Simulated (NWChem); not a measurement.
System: SeF4 cation, doublet; SMILES of the neutral closed-shell parent F[Se](F)(F)F

Here is an NWChem input.

```
start job
memory heap 200 mb stack 900 mb global 1100 mb
charge 1
geometry units angstroms noautoz
  Se     0.000000     0.000000     0.165418
  F      0.000000     1.718247     0.430738
  F      1.280738     0.000000    -0.896538
  F      0.000000    -1.718247     0.430738
  F     -1.280738     0.000000    -0.896538
end
basis spherical
  * library 6-31g*
end
dft
  odft
  mult 2
  xc b3lyp
  iterations 150
  mulliken
end
task dft energy
```

In the optimisation the excess spin sits in a1 (C2v, its own frame). Coordinates come from a PBE0/def2-SVP, spin-unrestricted optimisation. This spin state was assumed; another may lie lower. No stability test was run on the SCF state.

**Question.** What results follow from this input? (B3LYP/6-31G* (spherical d), spin-unrestricted.) Quantities: energy (Ha); highest occupied level (eV); lowest empty minus highest occupied level, either spin (eV); <S²>.

**Answer.** The energy (Ha) is -2800.14, the highest occupied level (eV) is -17.35 and the lowest empty minus highest occupied level, either spin (eV) comes out as 3.26. The <S²> is 0.757.
